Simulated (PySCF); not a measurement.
C4H4F2, SMILES C=C(F)/C=C\F. The structure is a stationary point at B3LYP-D3(BJ)/def2-SVP. The structure was generated by enumeration; whether it is a known compound was not checked. The values are those of a single conformer.

Computed equilibrium geometry at B3LYP-D3(BJ)/def2-SVP (PySCF confirms it by a frequency run) as Cartesian coordinates in Å, and its point group (one conformer of several):
point group Cs.
```xyz
10

C      0.3486    -2.2392     0.0000
C      0.0171    -0.9408     0.0000
F     -1.2790    -0.5899     0.0000
C      0.9582     0.1694     0.0000
C      0.6795     1.4802     0.0000
F     -0.5498     1.9867     0.0000
H     -0.4260    -3.0069     0.0000
H      1.3963    -2.5387     0.0000
H      2.0166    -0.0981     0.0000
H      1.4526     2.2543     0.0000
```
